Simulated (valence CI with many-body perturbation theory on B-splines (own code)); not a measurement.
**Ladder of approximations for Os⁶¹⁺**

Computed by configuration interaction combined with many-body perturbation theory (CI+MBPT): five valence electrons over a frozen Dirac-Fock core [Ne], radial functions for each j: 9 s, 9 p, 8 d, 6 f, 3 g, 1 h, with the one-electron correlation potential Σ1 (screened to all orders), the two-electron term Σ2, the three-electron term Σ3, Breit, model QED; selected single and double excitations, second order for the rest (own B-spline code, finite nucleus).

The last digits are not significant, and no measured levels were compared; by estimate large intervals hold to a few tenths of a per cent, small ones and those within an open d or f shell to about a per cent. Among the levels kept, up to 600 cm⁻¹ of a level comes from second order outside the variational space, and about a tenth of that is noise between levels of different J, which matters for small intervals.

Each rung adds one term. CI alone is the Dirac-Coulomb CI over the frozen core; QED comes last and gives the full result, which names the levels. Energies are above (3s^2 3p1/2^2 3p3/2) J=3/2 on the same rung, in eV.

Levels are named by their leading jj configuration (3d3/2^4 stands for four electrons in 3d with j = 3/2), which in mixed levels can hold well under half, so a name can repeat and another be missing. Letters in brackets count levels of one name in rising energy.

| Level | CI alone | Σ1 | Σ2 | Σ3 | Breit | QED | Full |
| --- | --- | --- | --- | --- | --- | --- | --- |
| (3s^2 3p1/2^2 3d3/2) J=3/2 | 240.21 | -0.257 | -0.307 | -0.154 | -0.808 | -0.991 | 237.69 |
| (3s^2 3p1/2^2 3d5/2) J=5/2 | 348.49 | -0.086 | -0.473 | -0.223 | -3.431 | -0.758 | 343.52 |
| (3s^2 3p1/2 3p3/2^2) J=3/2 | 393.34 | +0.202 | +0.202 | +0.022 | -4.738 | +0.435 | 389.46 |
| (3s^2 3p1/2 3p3/2^2) J=5/2 | 406.22 | +0.202 | +0.150 | -0.007 | -5.404 | +0.431 | 401.59 |
| (3s^2 3p1/2 3p3/2^2) J=1/2 | 421.36 | +0.203 | +0.123 | -0.037 | -4.557 | +0.425 | 417.52 |
| (3s 3p1/2^2 3p3/2^2) J=5/2 | 576.99 | -0.071 | +0.038 | +0.122 | -1.285 | -4.256 | 571.54 |
| (3s 3p1/2^2 3p3/2^2) J=3/2 | 607.51 | -0.066 | -0.162 | +0.065 | -2.230 | -3.155 | 601.96 |
| (3s 3p1/2^2 3p3/2^2) J=1/2 | 609.33 | -0.069 | -0.093 | +0.070 | -0.992 | -3.917 | 604.33 |
| (3s^2 3p1/2 3p3/2 3d3/2) J=5/2 [a] | 631.45 | -0.055 | -0.120 | -0.096 | -6.251 | -0.562 | 624.37 |
| (3s^2 3p1/2 3p3/2 3d3/2) J=1/2 [a] | 634.10 | -0.054 | -0.109 | -0.099 | -5.401 | -0.582 | 627.85 |
| (3s^2 3p1/2 3p3/2 3d3/2) J=3/2 [a] | 634.95 | -0.057 | -0.178 | -0.100 | -5.493 | -0.914 | 628.21 |
| (3s^2 3p1/2 3p3/2 3d3/2) J=7/2 | 644.93 | -0.052 | -0.111 | -0.142 | -6.998 | -0.544 | 637.08 |
| (3s^2 3p1/2 3p3/2 3d3/2) J=5/2 [b] | 675.46 | -0.054 | -0.604 | -0.269 | -5.890 | -0.692 | 667.95 |
| (3s^2 3p1/2 3p3/2 3d3/2) J=1/2 [b] | 685.76 | -0.056 | -0.730 | -0.258 | -4.834 | -1.056 | 678.82 |
| (3s^2 3p1/2 3p3/2 3d3/2) J=3/2 [b] | 687.19 | -0.058 | -0.930 | -0.260 | -4.617 | -1.527 | 679.79 |
| (3s^2 3p1/2 3p3/2 3d5/2) J=7/2 [a] | 725.25 | +0.117 | -0.079 | -0.108 | -8.202 | -0.306 | 716.67 |
| (3s^2 3p1/2 3p3/2 3d5/2) J=3/2 [a] | 738.53 | +0.114 | -0.274 | -0.150 | -7.927 | -0.393 | 729.90 |
| (3s^2 3p1/2 3p3/2 3d5/2) J=9/2 | 739.87 | +0.118 | -0.076 | -0.166 | -9.442 | -0.306 | 730.00 |
| (3s^2 3p1/2 3p3/2 3d5/2) J=5/2 [a] | 742.75 | +0.116 | -0.241 | -0.175 | -8.626 | -0.336 | 733.49 |
| (3s^2 3p1/2 3p3/2 3d5/2) J=5/2 [b] | 763.08 | +0.108 | -0.647 | -0.306 | -7.938 | -0.431 | 753.87 |
| (3s^2 3p1/2 3p3/2 3d5/2) J=7/2 [b] | 765.52 | +0.114 | -0.457 | -0.289 | -9.064 | -0.319 | 755.50 |
| (3s^2 3p1/2 3p3/2 3d5/2) J=3/2 [b] | 773.35 | +0.117 | -0.365 | -0.341 | -7.947 | -0.335 | 764.47 |
| (3s^2 3p1/2 3p3/2 3d5/2) J=1/2 | 776.99 | +0.113 | -0.498 | -0.337 | -7.427 | -0.433 | 768.41 |
| (3s 3p1/2^2 3p3/2 3d3/2) J=5/2 [a] | 812.76 | -0.329 | -0.246 | -0.028 | -1.813 | -5.396 | 804.95 |
| (3s 3p1/2^2 3p3/2 3d3/2) J=3/2 [a] | 814.54 | -0.311 | -0.260 | -0.031 | -1.385 | -5.514 | 807.04 |
| (3s^2 3p3/2^3) J=3/2 | 816.78 | +0.376 | +0.321 | -0.022 | -9.484 | +0.913 | 808.88 |
| (3s 3p1/2^2 3p3/2 3d3/2) J=1/2 [a] | 816.52 | -0.329 | -0.239 | -0.031 | -0.975 | -5.422 | 809.53 |
| (3s 3p1/2^2 3p3/2 3d3/2) J=7/2 | 824.64 | -0.325 | -0.249 | -0.071 | -2.466 | -5.433 | 816.10 |
| (3s 3p1/2^2 3p3/2 3d3/2) J=3/2 [b] | 843.04 | -0.318 | -0.481 | -0.076 | -2.132 | -4.943 | 835.09 |
| (3s 3p1/2^2 3p3/2 3d3/2) J=5/2 [b] | 854.43 | -0.326 | -0.544 | -0.120 | -3.003 | -4.500 | 845.94 |
| (3s 3p1/2^2 3p3/2 3d3/2) J=1/2 [b] | 858.40 | -0.327 | -0.606 | -0.121 | -1.601 | -5.020 | 850.72 |

The middle columns are the shifts that each term adds.

**Question.** How does the ionisation energy move along the ladder, and which term matters most?

**Answer.** CI alone 6511.3, + Σ1 6512.3, + Σ2 6512.4, + Σ3 6511.9, + Breit 6506.2, + QED 6505.6 eV. The largest step is Breit, -5.7 eV. NIST lists 6503 ± 12 eV (theoretical).
